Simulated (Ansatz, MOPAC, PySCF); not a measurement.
Dimer: CH2O (SMILES C=O) (first 4 atoms) with CH6Si (SMILES C[SiH3]); geometry from B3LYP-D3(BJ)/def2-TZVP, rigid monomers moved along the line of their centres of mass till O2···Si6 is 3.78 Å.
(charge 0, multiplicity 1):
```xyz
12

C      0.17192     0.23390    -0.28016
O     -0.81602    -0.03472     0.34573
H      1.15053     0.38757     0.21129
H      0.15313     0.34126    -1.38119
C     -1.39640    -0.56431     4.21511
Si     0.39333    -0.09662     3.92748
H     -1.47003    -1.54593     4.68706
H     -1.93117    -0.59450     3.26594
H     -1.88693     0.16054     4.86756
H      1.13133    -0.05150     5.21645
H      0.51420     1.24121     3.29793
H      1.08141    -1.08052     3.05573
```

Counterpoise-corrected where a basis set is named; no monomer relaxation. Rows marked so take none.

Frozen-core correlation. Rows in 6-31G*, STO-3G carry no dispersion term and start afresh at each structure (6-31G* with six Cartesian d functions). MP2/6-31G* freezes PySCF's default core. The state reached by PM3, PM6, PM7 isn't checked; PM7 holds dispersion and hydrogen-bond terms.

The values were computed with Ansatz (an electronic-structure program) with Gaussian orbitals; MOPAC for PM3, PM6, PM7 (differences of heats of formation); PySCF for 6-31G* rows, STO-3G rows, the dispersion terms. Values without a source in brackets are computed.

Other levels give for the interaction energy: PBE/def2-TZVPPD -5.2; B3LYP/def2-TZVPPD -2.9; B3LYP-D3(BJ)/def2-TZVPPD -8.2; wB97M-V/def2-TZVPPD -7.9; CCSD(T)/aug-cc-pV(D+d)Z -7.5 kJ/mol.

Common cheap choices:

```
level                            interaction energy (kJ/mol)
-------------------------------  ---------------------------
PM3                                                      2.6
PM6                                                     -3.8
PM7                                                     -4.1
HF/STO-3G (no counterpoise)                             -1.5
BP86/6-31G* (no counterpoise)                           -5.5
B3LYP/6-31G* (no counterpoise)                          -8.0
M06-2X/6-31G* (no counterpoise)                        -11.3
MP2/6-31G*                                              -4.6
```
